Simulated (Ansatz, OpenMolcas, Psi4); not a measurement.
InSiH5 (SMILES [SiH3][InH2]): methods side by side

InSiH5 has 7 atoms, charge 0, and is taken as a singlet. SMILES: `[SiH3][InH2]`. The shape is that of a PBE0-D4/def2-TZVP optimisation.

Each level gives the HOMO–LUMO gap (eV). The values are calculated.

```
                                              level                    kind     program  value (eV)
                   SVWN5/def2-TZVP (core potential)                     LDA  OpenMolcas        3.35
                    BLYP/def2-TZVP (core potential)                     GGA      Ansatz        3.38
                  revPBE/def2-TZVP (core potential)                     GGA      Ansatz        3.55
                   M06-L/def2-TZVP (core potential)                meta-GGA  OpenMolcas        4.01
                   B3LYP/def2-TZVP (core potential)           global hybrid  OpenMolcas        4.77
PBE0-D4/def2-TZVP (density fitting, core potential)           global hybrid        Psi4        5.23
                 wB97M-V/def2-TZVP (core potential)  range-separated hybrid      Ansatz        8.76
                   wB97X/def2-TZVP (core potential)  range-separated hybrid      Ansatz        9.18
```

The values span 3.35 to 9.18 eV. Orbital gaps aren't excitation energies; they tend to grow with the share of exact exchange.
